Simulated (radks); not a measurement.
Values are calculated unless marked as measured or tabulated.
Ionisation of K3+, [Ne] 3s2 3p4, to K4+, [Ne] 3s2 3p3, under several functionals. Scalar-relativistic Kohn-Sham, spin-polarised, spherical densities, finite nucleus; open shells are filled with parallel spins first; a radial shooting solver on a logarithmic mesh with Libxc functionals.

functional,E(K3+) (hartree),Exc (hartree),IE (eV),-e(HOMO) (eV),<r> HOMO (bohr),IE error (eV)
TASK exchange with Perdew-Wang LDA correlation,-599.03077,-32.14997,60.345,53.378,1.306,-0.572
BP86,-599.34691,-32.48481,60.881,53.307,1.300,-0.036
exchange-only r2SCAN,-598.62174,-31.74563,58.761,51.707,1.311,-2.156
SCAN,-599.33895,-32.47963,60.291,53.081,1.304,-0.626
SOGGA,-598.16776,-31.27648,60.484,52.981,1.301,-0.433
exchange-only LDA,-596.19679,-29.26137,58.820,51.395,1.307,-2.097
RPBE,-599.24602,-32.38166,60.570,53.091,1.304,-0.347
"LDA (Slater exchange, VWN5 correlation)",-597.54692,-30.63519,61.028,53.399,1.301,+0.111

NIST Atomic Spectra Database: 60.92 eV (semi-empirical). Closest: BP86. The Delta-SCF values span 2.27 eV, the total energies 3.15 hartree. The highest occupied level is 3p. Open shells are spherical and high-spin; term and fine-structure splittings are not resolved.
